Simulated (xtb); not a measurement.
disulfane (H2S2), singlet, at a GFN2-xTB geometry; GFN2-xTB in xtb.

The xtb input:
```
$ xtb mol.xyz --gfn 2 --grad --json

# file mol.xyz
4

S     -0.89880885     0.02604772     0.48959929
S      0.89707958     0.07839641    -0.48718121
H     -1.52188329    -0.85435140    -0.30564322
H      1.54955162    -0.81675470     0.26695388
```

It wrote (shortened):

```
   ID    Z sym.   atoms
    1   16 S      1, 2
    2    1 H      3, 4

           -------------------------------------------------
          |                Calculation Setup                |
           -------------------------------------------------

           -------------------------------------------------
          |                 G F N 2 - x T B                 |
           -------------------------------------------------

          ...................................................
          :                      SETUP                      :
          :.................................................:
          :  # basis functions                  22          :
          :  # atomic orbitals                  20          :
          :  # shells                            8          :
          :  # electrons                        14          :
          :  max. iterations                   250          :
          :  Hamiltonian                  GFN2-xTB          :
          :  restarted?                      false          :
          :  GBSA solvation                  false          :
          :  PC potential                    false          :
          :  electronic temp.          300.0000000     K    :
          :  accuracy                    1.0000000          :
          :  -> integral cutoff          0.2500000E+02      :
          :  -> integral neglect         0.1000000E-07      :
          :  -> SCF convergence          0.1000000E-05 Eh   :
          :  -> wf. convergence          0.1000000E-03 e    :
          :  Broyden damping             0.4000000          :
          :  net charge                          0          :
          :  unpaired electrons                  0          :
          ...................................................

 iter      E             dE          RMSdq      gap      omega  full diag
   1     -7.5318112 -0.753181E+01  0.794E+00    3.89       0.0  T
   2     -7.5356517 -0.384052E-02  0.338E+00    3.65       1.0  T
   3     -7.5363816 -0.729882E-03  0.583E-01    3.48       1.0  T
   4     -7.5363914 -0.983363E-05  0.101E-01    3.48       1.0  T
   5     -7.5363920 -0.615892E-06  0.377E-02    3.48       1.3  T
   6     -7.5363921 -0.840793E-07  0.136E-02    3.48       3.7  T
   7     -7.5363921 -0.121449E-07  0.224E-03    3.48      22.3  T
   8     -7.5363921 -0.576362E-09  0.344E-04    3.48     145.2  T
   9     -7.5363921 -0.386802E-11  0.939E-05    3.48     532.5  T

   *** convergence criteria satisfied after 9 iterations ***

         :::::::::::::::::::::::::::::::::::::::::::::::::::::
         ::                     SUMMARY                     ::
         :::::::::::::::::::::::::::::::::::::::::::::::::::::
         :: total energy              -7.512996572229 Eh    ::
         :: gradient norm              0.000082804283 Eh/a0 ::
         :: HOMO-LUMO gap              3.480724268192 eV    ::
         ::.................................................::
         :: SCC energy                -7.536392119938 Eh    ::
         :: -> isotropic ES            0.004550229183 Eh    ::
         :: -> anisotropic ES          0.000760764750 Eh    ::
         :: -> anisotropic XC          0.006015391532 Eh    ::
         :: -> dispersion             -0.001617016888 Eh    ::
         :: repulsion energy           0.023395547709 Eh    ::
         :: add. restraining           0.000000000000 Eh    ::
         :: total charge               0.000000000000 e     ::
         :::::::::::::::::::::::::::::::::::::::::::::::::::::

           -------------------------------------------------
          |                Property Printout                |
           -------------------------------------------------

    * Orbital Energies and Occupations

         #    Occupation            Energy/Eh            Energy/eV
      -------------------------------------------------------------
         1        2.0000           -0.7433286             -20.2270
         2        2.0000           -0.7258561             -19.7516
         3        2.0000           -0.5241762             -14.2636
         4        2.0000           -0.5140703             -13.9886
         5        2.0000           -0.4862421             -13.2313
         6        2.0000           -0.4054478             -11.0328
         7        2.0000           -0.3983454             -10.8395 (HOMO)
         8                         -0.2704311              -7.3588 (LUMO)
         9                         -0.1790203              -4.8714
        10                         -0.1672676              -4.5516
        11                         -0.0415695              -1.1312
        12                         -0.0395613              -1.0765
        13                         -0.0342220              -0.9312
        14                         -0.0142517              -0.3878
        15                          0.0039066               0.1063
        16                          0.0405678               1.1039
        17                          0.0423814               1.1533
        18                          0.2588408               7.0434
       ...                                ...                  ...
        20                          0.5639664              15.3463
      -------------------------------------------------------------
                  HL-Gap            0.1279143 Eh            3.4807 eV
             Fermi-level           -0.3343883 Eh           -9.0992 eV

     #   Z          covCN         q      C6AA      α(0)
     1  16 S        1.899    -0.165   148.009    20.476
     2  16 S        1.899    -0.165   148.009    20.476
     3   1 H        0.922     0.165     1.297     1.781
     4   1 H        0.922     0.165     1.297     1.781

 Mol. C6AA /au·bohr⁶  :        707.877292
 Mol. C8AA /au·bohr⁸  :      31760.071126
 Mol. α(0) /au        :         44.514682

Wiberg/Mayer (AO) data.
largest (>0.10) Wiberg bond orders for each atom

 ---------------------------------------------------------------------------
     #   Z sym  total        # sym  WBO       # sym  WBO       # sym  WBO
 ---------------------------------------------------------------------------
     1  16 S    2.213 --     2 S    1.241     3 H    0.949
     2  16 S    2.213 --     1 S    1.241     4 H    0.949
     3   1 H    0.973 --     1 S    0.949
     4   1 H    0.973 --     2 S    0.949
 ---------------------------------------------------------------------------

Topologies differ in total number of bonds
Writing topology from bond orders to xtbtopo.mol

molecular dipole:
                 x           y           z       tot (Debye)
 q only:        0.009      -0.553      -0.013
   full:        0.012      -0.697      -0.016       1.772
molecular quadrupole (traceless):
                xx          xy          yy          xz          yz          zz
 q only:        1.509      -0.011      -0.003       1.549       0.060      -1.505
  q+dip:        0.473      -0.098       1.239       3.697       0.130      -1.713
   full:        1.311      -0.062       0.605       3.179       0.111      -1.917

           -------------------------------------------------
          | TOTAL ENERGY               -7.512996572229 Eh   |
          | GRADIENT NORM               0.000082804283 Eh/α |
          | HOMO-LUMO GAP               3.480724268192 eV   |
           -------------------------------------------------

normal termination of xtb
```
